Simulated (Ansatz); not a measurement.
Steps of a relaxation of `[F][Ga]([SH])[Cl]` with RKS PBE0-D4/def2-TZVP.

```sh
$ ansatz run in.yaml --threads 2 --pin off --events-out ev --progress --plain --max-ram 32768MiB --backend cpu
```

```yaml
crystal:
  periodic: [false, false, false]
  atoms:
    - {symbol: F, position_ang: [-0.241035, -1.468921, 1.140363]}
    - {symbol: Ga, position_ang: [-0.434631, -0.263897, -0.131715]}
    - {symbol: S, position_ang: [1.089246, 1.295754, -0.360730]}
    - {symbol: Cl, position_ang: [-2.172226, -0.423945, -1.371681]}
    - {symbol: H, position_ang: [1.808445, 0.787210, 0.682364]}
basis:
  gaussian: {orbitals: def2-TZVP}
hamiltonian: {xc: pbe0, dispersion: d4}
relax: {f_tol: 0.005, max_steps: 150}
```

Positions (Å) and forces (eV/Å) along the path, 6 of 6 steps:

```xyz
5
step=1 energy=-78457.7567 eV
F    -0.241   -1.469    1.140   -0.065    0.364   -0.390
Ga   -0.435   -0.264   -0.132   -0.048   -0.129    0.081
S     1.089    1.296   -0.361    0.005   -0.445    0.415
Cl   -2.172   -0.424   -1.372    0.364    0.026    0.267
H     1.808    0.787    0.682   -0.255    0.184   -0.373
5
step=2 energy=-78457.7755 eV
F    -0.245   -1.461    1.130   -0.021    0.167   -0.172
Ga   -0.431   -0.260   -0.133    0.008   -0.127    0.124
S     1.080    1.284   -0.358    0.064   -0.115    0.157
Cl   -2.151   -0.422   -1.356    0.047    0.003    0.035
H     1.796    0.785    0.676   -0.097    0.073   -0.145
5
step=3 energy=-78457.7774 eV
F    -0.243   -1.453    1.124   -0.007    0.008   -0.013
Ga   -0.432   -0.260   -0.133    0.009   -0.022    0.027
S     1.080    1.278   -0.353    0.008    0.020   -0.012
Cl   -2.150   -0.423   -1.354   -0.004    0.000   -0.004
H     1.794    0.785    0.675   -0.006   -0.007    0.002
5
step=4 energy=-78457.7774 eV rejected
F    -0.243   -1.453    1.124    0.003    0.000    0.002
Ga   -0.429   -0.260   -0.132   -0.004    0.003   -0.007
S     1.081    1.281   -0.355   -0.008   -0.009    0.001
Cl   -2.148   -0.423   -1.353   -0.006   -0.001   -0.004
H     1.788    0.781    0.674    0.016    0.006    0.007
5
step=5 energy=-78457.7774 eV
F    -0.243   -1.454    1.125    0.000   -0.012    0.011
Ga   -0.431   -0.262   -0.132    0.014    0.034   -0.020
S     1.081    1.280   -0.355   -0.016   -0.027    0.013
Cl   -2.149   -0.422   -1.354    0.003   -0.001    0.004
H     1.792    0.784    0.674   -0.001    0.007   -0.008
5
step=6 energy=-78457.7775 eV
F    -0.245   -1.455    1.124    0.001    0.000    0.001
Ga   -0.431   -0.261   -0.131   -0.003   -0.001   -0.002
S     1.080    1.280   -0.354    0.000    0.000   -0.001
Cl   -2.148   -0.423   -1.354    0.002    0.001    0.001
H     1.794    0.785    0.673    0.000   -0.001    0.001
```

Hardware: 2 threads of a server CPU on a shared host. Wall time 40 s, peak host memory 0.46 GiB.
